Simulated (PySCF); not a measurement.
diantimony (Sb2), SMILES [Sb]#[Sb]. Geometry: B3LYP-D3(BJ)/def2-TZVP. The def2 effective core potentials stand for the cores of Sb; spin–orbit coupling is left out.

Level of theory: PySCF with B3LYP-D3(BJ)/def2-TZVP.

Harmonic wavenumbers (cm⁻¹): 285. Rotational constants (GHz): 1.341 (linear); symmetry number 2.

Work out the zero-point energy and the ideal-gas rigid-rotor harmonic-oscillator thermochemistry at 298.15 K and 1 atm.

ZPE = ½ Σ hcν = ½ × 285 cm⁻¹ = 1.70 kJ/mol. H − E(el) = 11.53 kJ/mol. Entropy in J/(mol K): translation 177.28, rotation 72.73, vibration 6.29, total 256.30. G − E(el) = -64.88 kJ/mol. Cp = 36.22 J/(mol K).
